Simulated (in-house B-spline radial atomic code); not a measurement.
A calculation on the holmium ion Ho⁸⁺ (an excited or competing configuration): its settings, and results tabulated from the run. Method: Dirac-Hartree-Fock, average of configuration, Fermi nucleus of rms radius 5.2022 fm. Calculated with a radial B-spline atomic code at the basis-set limit.

Command:
```bash
python run_scf.py task.json out
```
Settings (nuclear radius in fm, mass in u):
```
Z                67
configuration    [Kr] 4d10 4f10 5s2 8d1
hamiltonian      dirac
method           hf
spin_polarised   False
nucleus          fermi
rms_radius       5.2022
atomic_mass      164.93033
speed_of_light   137.035999084
```

Output (hartree, bohr):
```
 radial grid: 71 intervals, B-splines of order 8, outer radius 34.9425 bohr

 iter        energy (Eh)    residual
    1      -12538.476173    1.48e+00
    2      -12571.449171    1.37e+00
    3      -12597.640787    3.32e-01
    4      -12599.156195    1.10e-01
    5      -12599.220221    3.22e-02
    6      -12599.231508    1.52e-02
    7      -12599.235620    7.28e-04
    8      -12599.235631    1.35e-04
    9      -12599.235631    1.14e-05
   10      -12599.235631    7.64e-07
   11      -12599.235631    3.49e-08

 total energy                    -12599.23563
 kinetic                           13859.4015
 electron-nucleus                 -30830.9933
 electron-electron                  4372.3562

 first-order corrections (not in the total)
   Gaunt                            13.5620
   retardation                      -1.4287
   frequency dependence             -0.1992
   self-energy                       9.6211
   Uehling                          -1.6247
   Wichmann-Kroll                    0.0553
   recoil                            0.0267

 orbital      occ     eigenvalue          <r>       <r^2>       <1/r>     <1/r^2>     <1/r^3>       r_max    small
 1s1/2      2.000     -2061.4145    0.0207357 0.000588063     76.0375     13369.2           -     0.01312  6.27e-02
 2s1/2      2.000      -353.6010    0.0874521  0.00909572     18.2707     1728.75           -     0.07472  1.40e-02
 2p1/2      2.000      -336.0023     0.072981  0.00659635     18.2017      546.02           -     0.05631  1.40e-02
 2p3/2      4.000      -304.4239    0.0801043  0.00781305     15.8775     343.783     11560.4      0.0624  1.29e-02
 3s1/2      2.000       -84.8577      0.22866   0.0598998     6.69846     379.143           -       0.211  4.52e-03
 3p1/2      2.000       -77.1578     0.218783   0.0557111     6.59958     120.997           -      0.1989  4.44e-03
 3p3/2      4.000       -70.4388     0.232076   0.0624914      6.0112      77.416     2520.96      0.2114  4.14e-03
 3d3/2      4.000       -57.4478     0.205159   0.0495017     5.87876     43.2621     425.458      0.1675  4.00e-03
 3d5/2      6.000       -55.9965     0.209306   0.0513906     5.73389     40.7034     374.077       0.171  3.91e-03
 4s1/2      2.000       -21.7341     0.518934    0.303783     2.77316     89.5119           -      0.4843  1.41e-03
 4p1/2      2.000       -18.6071     0.530108    0.319574     2.65888     27.8897           -      0.4881  1.33e-03
 4p3/2      4.000       -17.0878      0.55881    0.354837     2.46966     18.1015     553.221      0.5142  1.23e-03
 4d3/2      4.000       -11.9424     0.586888    0.398385     2.25571     9.22532     80.6626      0.5188  1.06e-03
 4d5/2      6.000       -11.6617     0.597482    0.412667     2.20608     8.66275     69.7918      0.5277  1.03e-03
 4f5/2      4.286        -5.5017     0.702252     0.60091     1.77178     3.98592     11.6437      0.5169  6.96e-04
 4f7/2      5.714        -5.4613     0.709311    0.612757      1.7533     3.89937     11.2308      0.5221  6.85e-04
 5s1/2      2.000        -6.5290      1.17747     1.54286     1.13319     17.6825           -       1.096  3.48e-04
 8d3/2      0.400        -0.9771      6.62567     49.0904    0.211095    0.185374      1.3201       7.274  3.63e-05
 8d5/2      0.600        -0.9724      6.65883     49.5812    0.209924    0.179369     1.17194       7.314  3.61e-05
```

Time taken, with all properties: 1.1 s on 1 thread of AMD EPYC 9R14, on a shared host.

For the Dirac Hamiltonian the kinetic term is c α·p + (β - 1)c².
